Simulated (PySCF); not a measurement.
CH10N2Si2, SMILES NC[SiH2][SiH2]N.

Geometry optimised at B3LYP-D3(BJ)/def2-SVP. This is a generated structure with no PubChem entry under its InChIKey; it may be hypothetical. Other conformers were not sampled.

Method: PBE0/def2-TZVP in PySCF.

The total energy comes out as -732.27785 hartree and the highest occupied level is -6.45 eV. The lowest empty level is -0.36 eV, the orbital gap is 6.09 eV and the dipole moment comes out as 1.69 D. The quadrupole, principal values (traceless, Buckingham form, about the centre of nuclear charge) is -6.18, -0.10, 6.28 D·Å, the mean static polarisability is 86.7 bohr³ (12.85 Å³) and the polarisability, principal values comes out as 75.1, 83.6, 101.6 bohr³.
